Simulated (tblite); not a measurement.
Species: C3H5O3S (doublet state).
Atom-mapped SMILES: `[CH3:1][S@:2](=[O:3])[CH2:4][C:5]([O:6])=[O:7]` (hydrogens: H8, H9, H10 on C1; H11, H12 on C4)

Structure used (GFN2-xTB), in Å, numbered top down from 1:
```
atom  x, y, z in Å
C1     1.413    0.451    0.518
S2     0.446   -1.088    0.278
O3     1.318   -1.943   -0.533
C4    -0.763   -0.449   -0.962
C5    -1.683    0.513   -0.024
O6    -1.522    0.257    1.149
O7    -2.315    1.264   -0.728
H8     1.768    0.807   -0.444
H9     0.789    1.184    1.012
H10    2.260    0.199    1.149
H11   -1.407   -1.254   -1.312
H12   -0.303    0.061   -1.807
```

Level: GFN2-xTB in tblite, geometry and Hessian alike; calculated harmonic values, unscaled, isolated species. This tight-binding method is rough: wavenumbers can miss measured ones by several per cent, in bad cases by 10 to 20. One conformer, not necessarily the lowest. Open shells enter through the occupations alone, without spin polarisation, and single modes of such species can be off by tens of per cent.

Harmonic wavenumbers (cm⁻¹): 57.0, 64.9, 117.8, 152.1, 247.4, 270.9, 341.6, 368.5, 550.9, 560.2, 658.5, 667.4, 700.5, 775.9, 882.4, 889.0, 917.7, 1053.5, 1095.2, 1256.8, 1281.1, 1365.4, 1414.9, 1439.4, 1876.9, 2996.4, 3009.6, 3053.7, 3066.2, 3093.2.

A = 4607, B = 1494, C = 1374 MHz; mass 120.996 u (most abundant isotopes); point group C1, symmetry number 1; spin multiplicity 2.

Task: What is the zero-point energy?

Result: Half the sum of the wavenumbers: 17112 cm⁻¹ = 48.93 kcal/mol.

Task: Entropy at 400 K, 1 bar (ideal gas, RRHO, classical rotation)?

Result: Translation 41.77, rotation 28.80, vibration 30.81, spin (R ln 2) 1.38: S = 102.8 cal/(mol K).

Task: And Cp and H(400 K) − H(0)?

Result: Cp = 36.63 cal/(mol K), of which vibrations give 28.68 (their classical limit is 30 R = 59.6); H(400 K) − H(0) = 9.40 kcal/mol without the zero-point energy, 6.22 from vibrations.

Task: Blend soft modes into free rotors: weight 1/[1 + (100 cm⁻¹/ν̃)⁴] for the oscillator and the rest for a rotor with moment μB/(μ + B), μ = h/(8π²ν), B = 10⁻⁴⁴ kg m². What vibrational entropy results?

Result: 28.08 cal/(mol K) in place of 30.81, which changes −T·S at 400 K by +1.09 kcal/mol.

Task: How do the functions run with temperature in this model?

Result: 
```
 T (K)  S (cal/(mol K))  Cp (cal/(mol K))  H − H(0) (kcal/mol)  G − H(0) (kcal/mol)  ln q(vib)
   150             75.6              20.4                 2.16                -9.19       2.55
   250             87.7              27.5                 4.56               -17.38       4.66
298.15             92.9              30.7                 5.96               -21.73       5.65
   600            119.3              44.9                17.62               -53.96      11.43
   900            139.1              52.4                32.31               -92.84      16.46
```

q(vib) and H(0) count from the zero-point level.

Hindered rotation and anharmonicity are outside this model. Other conformers, if any are populated, would add a mixing term that is left out. The structure is chiral; the term R ln 2 for an equal mix with its mirror image is left out.
